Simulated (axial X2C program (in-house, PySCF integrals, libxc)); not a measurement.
Low determinants of PdAs at the PBE0 level, scalar-relativistic

Calculated with an in-house all-electron X2C program for linear molecules (integrals from PySCF). Spin-free means the one-electron spin-free X2C Hamiltonian. Basis: Pd dyall-cv3z [12s12p8d5f3g], As dyall-cv3z [9s9p6d4f1g] (cores contracted in-house); Gaussian nuclei, density fitting, unrestricted open shells. Masses: Pd 105.903 u, As 74.922 u.

Search at 2.280 Å (vertical energies from the lowest determinant):

```
ΔE (eV)             state  electrons beyond evenly filled partner blocks  electrons in σ, π, δ, φ
   0.00  M_S = 3/2, Λ = 0                                   σα, π+α, π-α               33 34 12 0
   0.26  M_S = 1/2, Λ = 0                                   σβ, π+α, π-α               33 34 12 0
   0.45  M_S = 1/2, Λ = 1                                            π+α               34 33 12 0
   0.91  M_S = 1/2, Λ = 2                                   σα, π+α, π+β               33 34 12 0
   0.91  M_S = 1/2, Λ = 0                                   σα, π+β, π-α               33 34 12 0
   1.26  M_S = 3/2, Λ = 2                        π+α, π-α, δ+α, δ+β, δ-α               34 34 11 0
   1.31  M_S = 1/2, Λ = 2                        π+α, π-α, δ+α, δ+β, δ-β               34 34 11 0
```

Lowest determinant, M_S = 3/2, Λ = 0 (beyond evenly filled blocks: σα, π+α, π-α): Re = 2.269 Å, ωe = 265.3 cm⁻¹.

The determinant in row 2 of the search, M_S = 1/2, Λ = 0 (beyond evenly filled blocks: σβ, π+α, π-α), was followed along the bond at PBE0; measured from the minimum of the lowest determinant it gives:

Te = 0.260 eV (2099 cm⁻¹), Re = 2.280 Å, ωe = 261.3 cm⁻¹.

(1) Compare the bond of the determinant in row 2 with that of the lowest one.

The search compares states at one distance, so a state with another bond length can lie lower; it is not exhaustive and yields mostly the lowest determinant of each block pattern, so other components and higher states of one pattern are missing. These are energies of single determinants, not of spin-adapted states; PBE0 term energies can be off by some tenths of an eV, and the functional has no current term. The lowest determinant need not be the ground state where others lie within half an eV. Row 2 is spin-contaminated (⟨S²⟩ = 1.76 against 0.75), so its values are not those of a pure state.

## Answers

(1) At PBE0 its Re is 0.011 Å longer and its force constant, which goes as ωe², is 0.97 times that of the lowest determinant. This determinant mixes spin states, so it has no term energy of its own.
